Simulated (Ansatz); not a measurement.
Calculated with Ansatz (gas phase, PBE0-D4/def2-TZVP geometries, no zero-point term in ΔE). CCSD(T)/CBS is the MP2 limit (def2-TZVPP, def2-QZVPP) plus CCSD(T) − MP2 in def2-TZVPP, frozen cores. Functionals use def2-TZVPP. B3LYP here is the variant with VWN-RPA as its local correlation; programs differ in this. For Br, Ge outer-core shells are correlated without core-valence functions, which leaves a few kJ/mol of doubt a bond. Scalar relativity is left out up to krypton. Each species was taken in one conformer, which may not be the lowest.

`Cl[SiH2][S][GeH3]` + `C=CBr` → `C=[C]([GeH3])Br` + `S[SiH2]Cl`  (formal exchange of groups at a Ge–S bond)

Task: Is it downhill or uphill in electronic energy at CCSD(T)/CBS, and by how much? (Best estimate.)

Result: The calculation gave: Uphill: ΔE = +0.56 eV.

Task: What do these levels give: PBE-D4, B3LYP-D4, r2SCAN, PBE0, B3LYP, HF/def2-TZVPP, MP2/def2-TZVPP, SCS-MP2/def2-TZVPP, CCSD(T)/def2-TZVPP, HF/def2-QZVPP, MP2/def2-QZVPP, HF/CBS(def2)? (An estimate is asked.)

Result: The calculation gave: PBE-D4 0.59, B3LYP-D4 0.59, r2SCAN 0.60, PBE0 0.62, B3LYP 0.58, HF/def2-TZVPP 0.63, MP2/def2-TZVPP 0.55, SCS-MP2/def2-TZVPP 0.54, CCSD(T)/def2-TZVPP 0.53, HF/def2-QZVPP 0.64, MP2/def2-QZVPP 0.56, HF/CBS(def2) 0.64 eV.

Largest T1 diagnostic among the species: 0.011.

In def2-TZVPP, CCSD(T) changes the Hartree–Fock value by −0.10 eV (the triples alone add −0.01 eV) and MP2 by −0.09 eV.
